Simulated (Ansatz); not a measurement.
Computed with Ansatz on PBE0-D4/def2-TZVP structures; ΔE is electronic, products minus reactants. CBS: MP2 limit from def2 TZ/QZ plus the TZ coupled-cluster correction, frozen cores. This one scheme is used for every species. Functionals use def2-TZVPP. B3LYP here is the variant with VWN-RPA as its local correlation; programs differ in this. For Ge outer-core shells are correlated without core-valence functions, which leaves a few kJ/mol of doubt a bond. Scalar relativity is left out up to krypton. Each species was taken in one conformer, which may not be the lowest.

Reaction (formal exchange of groups at a Ge–Si bond): `[SiH3][GeH2][SiH2][GeH2][SiH3]` + `[SiH3][GeH3]` → `[SiH3][GeH2][SiH2][GeH2][SiH2][GeH3]` + SiH₄

```
             level  ΔE (kJ/mol)  difference from CCSD(T)/CBS
            PBE-D4         -9.4                          0.9
         r2SCAN-D4         -7.8                          2.5
            B97M-V         -7.6                          2.7
          BHLYP-D4        -11.5                         -1.2
           ωB97X-V         -8.0                          2.3
            revPBE          2.0                         12.3
            r2SCAN         -5.3                          5.0
             B3LYP          0.5                         10.8
           r2SCANh         -5.3                          5.0
           LC-ωPBE         -2.0                          8.3
RPA@PBE/def2-TZVPP        -10.9                         -0.6
      MP2/def2-SVP        -12.6                         -2.3
    MP2/def2-TZVPP        -13.5                         -3.2
CCSD(T)/def2-TZVPP        -11.1                         -0.8
    MP2/def2-QZVPP        -12.8                         -2.5
SCS-MP2/def2-QZVPP         -9.6                          0.7
       CCSD(T)/CBS        -10.3                            0
```

Largest T1 diagnostic among the species: 0.013.

In def2-TZVPP, CCSD(T) changes the Hartree–Fock value by −12.9 kJ/mol (the triples alone add −2.3 kJ/mol) and MP2 by −15.3 kJ/mol. Leaving LDA and LC-ωPBE aside and taking each functional with its dispersion term where it has one, the values, not all of them listed here, spread over 6.7 kJ/mol, from BHLYP-D4 to B2PLYP. LDA lies −6.4 kJ/mol from PBE without D4. The D4 term adds −11.3 kJ/mol with B3LYP and −6.9 kJ/mol with PBE0; it sums over pairs of atoms, weighted by their polarisabilities, and B3LYP, whose exchange is more repulsive, gets the larger term.
